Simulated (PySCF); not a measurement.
A GIAO shielding run with PySCF 2.14.0 with density-fitted response routines (density fitting, non-relativistic, gas phase) on `S=C1C[Si@@H](F)C[C@@H]1C1CC1`, C7H11FSSi:

```
$ OMP_NUM_THREADS=1 python probes_run.py task.json out

{"job": {"kind": "nmr", "xc": "PBE0", "basis": "pcSseg-1"}, "charge": 0, "multiplicity": 1}
F     -3.739355    -0.575296    -0.702670
Si    -2.370946    -0.479073     0.149321
C     -1.721246     1.309845     0.180814
C     -0.511479     1.299804    -0.694135
S      0.021875     2.605396    -1.493683
C      0.172460    -0.035269    -0.770425
C      1.007225    -0.213035     0.487870
C      2.331282     0.477211     0.606264
C      2.276089    -1.009392     0.428590
C     -0.902039    -1.132953    -0.860940
H     -2.683058    -1.089822     1.428074
H     -1.410654     1.598620     1.187537
H     -2.423700     2.074084    -0.150079
H      0.841466    -0.056258    -1.635159
H      0.407535    -0.302845     1.386701
H      2.623408     0.872592     1.567001
H      2.660042     1.079989    -0.226508
H      2.526241    -1.638448     1.269268
H      2.575131    -1.420136    -0.523544
H     -0.489641    -2.082268    -0.524750
H     -1.199556    -1.265804    -1.902721
```

Hardware: 1 thread of an Arm Neoverse N1, shared host. The job also computes population analyses, field gradients, ring-centre shieldings.

Problem. How large is the calculation?

Solution. 92 electrons, 239 basis functions and 1282 auxiliary functions.

Problem. How long does it take, and how much memory does it need?

Solution. 2.4 min of wall time, with 14 SCF cycles and 5 response iterations; peak memory 1.1 GiB. Times on a shared host scatter by some tens of per cent.
